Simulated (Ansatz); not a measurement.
Basis-set extrapolation for CH4O2Si (`C1O[SiH2]O1`) (PBE0-D4/def2-TZVP geometry, frozen core, Ansatz). Multiplicity 1, RHF reference.

```
                      def2-TZVPP   def2-QZVPP
                 HF  -478.995067  -479.013672
    MP2 correlation    -0.749373    -0.807270
CCSD(T) correlation    -0.801715      not run
```

Energies in hartree. Use E(X) = E(∞) + A·exp(−7.88·√X) for Hartree–Fock and E(X) = E(∞) + B·X^(−2.97) for correlation, with X = 3 and 4, and add CCSD(T) minus MP2 of the smaller set to the MP2 limit.

Question: What is the CCSD(T) energy at the basis-set limit?

Answer: HF limit: -479.013672 + (-0.018605) × 0.13774 = -479.01623. MP2 limit: -0.807270 + (-0.057897) × 0.74074 = -0.85016. Higher-order term: -0.801715 − (-0.749373) = -0.05234. Total: -479.91873 hartree, 3.32 eV below CCSD(T)/def2-TZVPP.
